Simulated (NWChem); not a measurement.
A series in which one site is exchanged, each optimised at PBE0/def2-SVP with NWChem, gas phase unless a solvent is named. For some, no frequency run checked for a minimum. def2 effective core potentials on Sn; no spin-orbit coupling.

A: [F][Sn]([Cl])([F])[F] (SnClF3; site = Cl)
B: [F][Sn]([F])([F])[F] (SnF$_{4}$; site = F)
C: [F][SnH]([F])[F] (SnHF₃; site = H)
D: [F][Sn]([F])([F])[Br] (SnBrF$_{3}$; site = Br)

Task: Rank them by lowest singlet excitation, PBE/def2-SVPD, TDA (eV), lowest first.

Result: D (4.05), A (4.54), B (5.41), C (6.16)
